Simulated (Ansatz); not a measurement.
System: SiS, charge 0, multiplicity 1. SMILES: [Si]=S
Geometry from a B3LYP-D3(BJ)/def2-TZVP (Ansatz, a first-principles code) optimisation:
```
Si
S 1 1.9380
```
Charge 0, spin multiplicity 1.

Wanted: vertical electron affinity (to the doublet state of charge -1; a negative value means that the extra electron is unbound and the number depends on the basis; each state is the SCF solution reached for its spin), in eV. Cores are frozen in the correlated levels unless marked. UHF or UKS for open shells. Spin-orbit coupling is left out. No relativistic terms. Anions need diffuse functions: aug- sets have them; def2-D sets add few. CBS marks a two-point X^-3 extrapolation of the correlation energy; Hartree-Fock from the larger set.

| level | program | vertical electron affinity (eV) | minus last row |
|---|---|---|---|
| B3LYP/def2-TZVPD | Ansatz | 0.42 | -0.01 |
| BHLYP/def2-TZVPD | Ansatz | 0.37 | -0.06 |
| CAM-B3LYP/def2-TZVPD | Ansatz | 0.46 | 0.03 |
| wB97M-V/def2-TZVPD | Ansatz | 0.24 | -0.19 |
| wB97X-V/def2-TZVPD | Ansatz | 0.41 | -0.02 |
| CCSD/aug-cc-pV(D+d)Z | Ansatz | 0.22 | -0.21 |
| CCSD/def2-TZVPPD | Ansatz | 0.27 | -0.16 |
| CCSD/def2-QZVPPD | Ansatz | 0.36 | -0.07 |
| CCSD/CBS(aug-cc-pV(T+d)Z,aug-cc-pV(Q+d)Z) | Ansatz | 0.43 | 0.00 |
| CCSD(T)/aug-cc-pV(D+d)Z | Ansatz | 0.19 | -0.24 |
| CCSD(T)/def2-SVPD | Ansatz | 0.02 | -0.41 |
| CCSD(T)/def2-TZVPPD | Ansatz | 0.25 | -0.18 |
| CCSD(T)/aug-cc-pV(Q+d)Z | Ansatz | 0.40 | -0.03 |
| CCSD(T)/CBS(def2-TZVPPD,def2-QZVPPD) | Ansatz | 0.39 | -0.04 |
| CCSD(T)/CBS(aug-cc-pV(T+d)Z,aug-cc-pV(Q+d)Z) | Ansatz | 0.43 | 0.00 |
